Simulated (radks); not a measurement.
Task: Coherent X-ray form factor from a spherical all-electron density. All-electron calculation, non-relativistic Kohn-Sham, LB94 model potential, spin-polarised, spherical densities, point nucleus. Program: a radial shooting solver on a logarithmic mesh with Libxc functionals.

sin(theta)/lambda (1/angstrom)  f0 (electrons)
0.05                                    63.303
0.1                                     61.343
0.15                                    58.457
0.2                                     55.062
0.25                                    51.528
0.3                                     48.110
0.4                                     42.047
0.5                                     37.029
0.6                                     32.795
0.8                                     26.061
1                                       21.343
1.25                                    17.653
1.5                                     15.306
2                                       11.688

The species is in the configuration that NIST lists as its ground one. Which atom or ion scatters so?

Result: The dysprosium ion Dy2+, [Xe] 4f10. Extrapolating in s^2 from the first two rows gives f0(0) = 64.0, near the electron count 64; among species with that count, the fall with angle is slower the higher Z, and the table is that of Z = 66; from so few rows the species is fixed only to a neighbour or two.
